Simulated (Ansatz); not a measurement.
`C#[C][SnH2][CH3]` + `C[O][GeH]([F])[F]` → `C#[C][Ge]([F])([F])[O]C` + `[CH3][SnH3]`  (formal exchange of groups at a C–Sn bond)

Isolated molecules relaxed with PBE0-D4/def2-TZVP in Ansatz; ΔE leaves out vibrations. CCSD(T)/CBS is the MP2 limit (def2-TZVPP, def2-QZVPP) plus CCSD(T) − MP2 in def2-TZVPP, frozen cores. Functionals use def2-TZVPP. B3LYP here is the variant with VWN-RPA as its local correlation; programs differ in this. HSE06 is defined as in plane-wave codes. Elements past krypton have def2 core potentials. For Ge, Sn outer-core shells are correlated without core-valence functions, which leaves a few kJ/mol of doubt a bond. Scalar relativity is left out up to krypton. Each species was taken in one conformer, which may not be the lowest.

```csv
level,ΔE (kJ/mol),difference from CCSD(T)/CBS
LDA (SPW92),3.7,-7.9
PBE-D4,7.2,-4.4
revPBE-D4,5.9,-5.7
BLYP-D4,7.6,-4.0
r2SCAN-D4,5.8,-5.8
B97M-V,2.0,-9.6
PBE0-D4,6.5,-5.1
B3LYP-D4,7.2,-4.4
r2SCANh-D4,5.7,-5.9
r2SCAN0-D4,5.5,-6.1
HSE06-D4,6.5,-5.1
BHLYP-D4,7.0,-4.6
CAM-B3LYP-D4,7.0,-4.6
ωB97X-V,8.4,-3.2
B2PLYP,8.6,-3.0
PBE-QIDH,7.5,-4.1
PBE,8.0,-3.6
revPBE,9.0,-2.6
BLYP,9.5,-2.1
r2SCAN,6.1,-5.5
B3LYP,8.4,-3.2
r2SCANh,6.0,-5.6
r2SCAN0,5.8,-5.8
HSE06,7.1,-4.5
BHLYP,7.5,-4.1
CAM-B3LYP,7.7,-3.9
LC-ωPBE,8.3,-3.3
RPA@PBE/def2-TZVPP,7.0,-4.6
HF/def2-SVP,2.4,-9.2
CCSD/def2-SVP,1.5,-10.1
CCSD(T)/def2-SVP,1.1,-10.5
MP2/def2-TZVPP,9.7,-1.9
SCS-MP2/def2-TZVPP,9.5,-2.1
CCSD/def2-TZVPP,6.0,-5.6
CCSD(T)/def2-TZVPP,6.4,-5.2
HF/def2-QZVPP,8.5,-3.1
SCS-MP2/def2-QZVPP,12.6,1.0
HF/CBS(def2),8.7,-2.9
MP2/CBS(def2),14.9,3.3
CCSD/CBS(def2),11.2,-0.4
CCSD(T)/CBS,11.6,0
```

Largest T1 diagnostic among the species: 0.013.

Leaving LDA and LC-ωPBE aside and taking each functional with its dispersion term where it has one, the values spread over 6.6 kJ/mol, from B97M-V to B2PLYP. LDA lies −4.2 kJ/mol from PBE without D4. At CCSD(T), def2-SVP lies −10.5 kJ/mol from the extrapolated value and def2-TZVPP −5.2 kJ/mol.
